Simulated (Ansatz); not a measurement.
`FB[SiH2]Cl` + `OBO` → `OBOBF` + `[SiH3]Cl`  (cleavage of the B–Si bond)

Calculated with Ansatz (gas phase, PBE0-D4/def2-TZVP geometries, no zero-point term in ΔE). CBS: MP2 limit from def2 TZ/QZ plus the TZ coupled-cluster correction, frozen cores. This one scheme is used for every species. One conformer a species, not always the lowest.

| species | CCSD(T)/CBS(def2) energy (Eh) |
| --- | --- |
| `FB[SiH2]Cl` | -875.32301 |
| `OBO` | -177.05255 |
| `OBOBF` | -301.73815 |
| `[SiH3]Cl` | -750.69636 |

(1) Work out ΔE.

Largest T1 diagnostic among the species: 0.014.

## Answers

(1) ΔE = (-301.73815) + (-750.69636) − (-875.32301) − (-177.05255) = -0.05895 Eh = -154.8 kJ/mol.

In def2-TZVPP, CCSD(T) changes the Hartree–Fock value by +20.4 kJ/mol (the triples alone add +2.1 kJ/mol) and MP2 by +15.0 kJ/mol. From PBE to PBE0 (25 % exact exchange), in def2-TZVPP and without D4, ΔE moves by −6.8 kJ/mol.
